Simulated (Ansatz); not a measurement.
`[SiH3]B[SiH2]Cl` + `CCCl` → `ClC[SiH2]Cl` + `CB[SiH3]`  (formal exchange of groups at the Si–B bond)

Calculated with Ansatz (gas phase, PBE0-D4/def2-TZVP geometries, no zero-point term in ΔE). CCSD(T)/CBS is the MP2 limit (def2-TZVPP, def2-QZVPP) plus CCSD(T) − MP2 in def2-TZVPP, frozen cores. Functionals use def2-TZVPP. B3LYP here is the variant with VWN-RPA as its local correlation; programs differ in this. One conformer a species, not always the lowest.

```tsv
level	ΔE (kJ/mol)
B3LYP-D4	-48.5
B3LYP	-47.9
HF/def2-SVP	-43.2
SCS-MP2/def2-TZVPP	-50.5
```

Problem. What does CCSD(T)/CBS give? (Estimate.)

Solution. Computed: -47.8 kJ/mol. The listed levels differ from it by -0.7, -0.1, 4.6, -2.7 kJ/mol.

Largest T1 diagnostic among the species: 0.012.

At CCSD(T), def2-SVP lies +8.9 kJ/mol from the extrapolated value and def2-TZVPP +1.2 kJ/mol. Leaving LDA and LC-ωPBE aside and taking each functional with its dispersion term where it has one, the values, not all of them listed here, spread over 11.0 kJ/mol, from ωB97M-V to revPBE-D4. LDA lies −3.7 kJ/mol from PBE without D4.
